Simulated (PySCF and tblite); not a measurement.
C4H8F2Si, numbered as in [F:1][C@@H:2]1[CH2:3][CH2:4][SiH2:5][C@@H:6]1[F:7]. The ensemble was built from 150 distance-geometry starts (ETKDG, MMFF94s, GFN2-xTB) and rests on GFN2-xTB geometries. Energies: PBE0-D3(BJ)/pcSseg-1, with GFN2-xTB thermal terms (modes under about 100 cm⁻¹ blended into free rotors). Symmetry numbers and mirror images are counted. Conformers within 2.5 kcal/mol (GFN2-xTB free energy) were kept, 6 at most. GIAO shieldings: PBE0/pcSseg-1. Shifts are against TMS (¹H), TMS (¹³C), CFCl3 (¹⁹F), TMS (²⁹Si) at the same level; of two unlike H on one atom, a is the less shielded. Run with PySCF (density fitting) and tblite.

The 5-ring runs over atoms 2–3–4–5–6.

Two conformers hold nearly all the population. I: 5-ring between envelope and twist (ring torsions 36, -10, -18, 43, -54°); δ(H3b) = 2.27 ppm. II: 5-ring envelope (ring torsions -32, 4, 24, -46, 53°); δ(H3b) = 1.21 ppm. The average over the ensemble at 298.15 K is 1.49 ppm.

Task: What populations and free-energy difference follow from a two-state model?

Result: p(I) = (1.49 − 1.21)/(2.27 − 1.21) = 0.26, so K = p(II)/p(I) = 2.79 and G(II) − G(I) = −RT ln K = -0.61 kcal/mol. The weights computed directly are 26.8 % and 73.2 %.


Conformer gaps in pcSseg-1 on xTB geometries can be 2 kcal/mol off for S=O, P=O and other polar bonds.